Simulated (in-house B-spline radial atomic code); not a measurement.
## Ionising Pd⁶⁺ with different functionals

Computed with a radial B-spline atomic code at the basis-set limit: non-relativistic Hamiltonian, point nucleus, spin-polarised at highest spin, spherical fractional occupations for the functionals, and exact exchange of hybrids averaged over the configuration. The ionisation energy is the difference of two self-consistent energies, [Kr] 4d4 → [Kr] 4d3, without Breit or QED terms; ε is the level of the shell that loses the electron (its least bound occupied spin orbital). There is no spin-orbit coupling in this Hamiltonian.

```tsv
method	rung	ΔSCF (eV)	-ε(4d) (eV)
PBE0	global hybrid	103.65	96.98
B3LYP	global hybrid	103.53	96.33
TPSSh	global hybrid	103.58	95.41
M06-2X	global hybrid	103.17	99.35
BHandHLYP	global hybrid	?	?
r2SCAN0	global hybrid	103.95	97.36
B97-1	global hybrid	103.37	96.27
HSE06	range-separated hybrid	103.61	96.53
wB97X	range-separated hybrid	?	?
CAM-B3LYP	range-separated hybrid	103.47	98.28
LC-wPBE	range-separated hybrid	103.58	99.70
```

Q: What does BHandHLYP give?

A: ΔSCF 103.46 eV, and -ε(4d) = 99.28 eV.

Q: What does wB97X give?

A: ΔSCF 103.24 eV, and -ε(4d) = 99.19 eV.

Q: Among the functionals, which spreads more, the ΔSCF values or the orbital energies?

A: The orbital energies: ΔSCF values span about 0.78 eV and the orbital energies 4.29 eV; here energy differences depend much less on the functional than eigenvalues do.

Q: How do they compare with the NIST value?

A: NIST lists 101 eV ± 2 (tabulated theory, ground level to ground level). Errors run from +2.17 to +2.95 eV; all lie within about twice that uncertainty, so the table can't rank the methods.
